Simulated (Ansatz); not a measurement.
Species: hydrogen selenide, H$_{2}$Se (charge 0, singlet). 
Coordinates optimised at B3LYP-D3(BJ)/def2-TZVP (Ansatz, a quantum-chemistry and plane-wave program):
```xyz
3

Se    -0.0012     0.0571     0.0009
H     -1.0300    -0.9935    -0.0128
H      1.0722    -0.9476    -0.0191
```
Charge 0, spin multiplicity 1.

Computed values are from Ansatz. Correlated levels leave the core frozen unless marked. Open shells are spin-unrestricted. Spin-orbit coupling is left out. The frozen core is the preceding noble-gas configuration, with the filled d and f shells of earlier blocks. No relativistic terms. CBS(X,Y): correlation extrapolated as X^-3; Hartree-Fock from the larger set (for Q and 5 zeta extrapolated as (X+1)exp(-9√X)).

Question: What is the atomisation energy De at CCSD(T)/CBS(cc-pVQZ,cc-pV5Z)?

Answer: 682.6 kJ/mol.

Question: What is the total energy at CCSD(T)/CBS(cc-pVQZ,cc-pV5Z)?

Answer: -2401.2741 Eh.

Question: What is the dipole moment at CCSD(T)/aug-cc-pVDZ?

Answer: 0.68 D.

Question: What is the vertical ionisation energy (to the doublet) at CCSD(T)/CBS(aug-cc-pVTZ,aug-cc-pVQZ)?

Answer: 9.90 eV.

Question: What is the vertical triplet-singlet gap at CCSD(T)/CBS(aug-cc-pVTZ,aug-cc-pVQZ)?

Answer: 5.07 eV.
